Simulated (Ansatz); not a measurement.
Consider the redistribution: `[NH2][Al]([NH2])[F]` + `[OH][Ti]([OH])([OH])[Cl]` → `[NH2][Al]([F])[Cl]` + `[NH2][Ti]([OH])([OH])[OH]`.

Calculated with Ansatz (gas phase, PBE0-D4/def2-TZVP geometries, no zero-point term in ΔE). CCSD(T)/CBS is the MP2 limit (def2-TZVPP, def2-QZVPP) plus CCSD(T) − MP2 in def2-TZVPP, frozen cores. This one scheme is used for every species. DFT in def2-TZVPP. B3LYP here is the variant with VWN-RPA as its local correlation; programs differ in this. HSE06 is defined as in plane-wave codes. For Ti outer-core shells are correlated without core-valence functions, which leaves a few kJ/mol of doubt a bond. Scalar relativity is left out up to krypton. Each species was taken in one conformer, which may not be the lowest.

```
             level  ΔE (kcal/mol)  difference from CCSD(T)/CBS
       LDA (SPW92)            5.3                          1.6
            PBE-D4            4.4                          0.7
         revPBE-D4            4.0                          0.3
           BLYP-D4            4.7                          1.0
         r2SCAN-D4            5.2                          1.5
            B97M-V            5.4                          1.7
           PBE0-D4            4.4                          0.7
          B3LYP-D4            4.8                          1.1
          HSE06-D4            4.5                          0.8
          BHLYP-D4            4.7                          1.0
      CAM-B3LYP-D4            4.8                          1.1
           ωB97X-V            4.2                          0.5
           ωB97M-V            4.2                          0.5
          PBE-QIDH            4.9                          1.2
               PBE            4.6                          0.9
            revPBE            4.3                          0.6
              BLYP            5.0                          1.3
            r2SCAN            5.2                          1.5
              PBE0            4.5                          0.8
             B3LYP            4.9                          1.2
           r2SCANh            5.1                          1.4
             HSE06            4.5                          0.8
             BHLYP            4.8                          1.1
         CAM-B3LYP            4.8                          1.1
           LC-ωPBE            4.5                          0.8
RPA@PBE/def2-TZVPP            3.8                          0.1
       HF/def2-SVP            2.9                         -0.8
      MP2/def2-SVP            5.0                          1.3
     CCSD/def2-SVP            2.9                         -0.8
     HF/def2-TZVPP            4.3                          0.6
    MP2/def2-TZVPP            5.0                          1.3
SCS-MP2/def2-TZVPP            4.6                          0.9
   CCSD/def2-TZVPP            3.5                         -0.2
CCSD(T)/def2-TZVPP            4.0                          0.3
     HF/def2-QZVPP            4.6                          0.9
    MP2/def2-QZVPP            4.9                          1.2
SCS-MP2/def2-QZVPP            4.5                          0.8
      HF/CBS(def2)            4.7                          1.0
     MP2/CBS(def2)            4.6                          0.9
    CCSD/CBS(def2)            3.1                         -0.6
       CCSD(T)/CBS            3.7                            0
```

Largest T1 diagnostic among the species: 0.024, so the coupled-cluster value is less sure than usual.

Leaving LDA and LC-ωPBE aside and taking each functional with its dispersion term where it has one, the values spread over 1.4 kcal/mol, from revPBE-D4 to B97M-V. LDA lies +0.8 kcal/mol from PBE without D4.
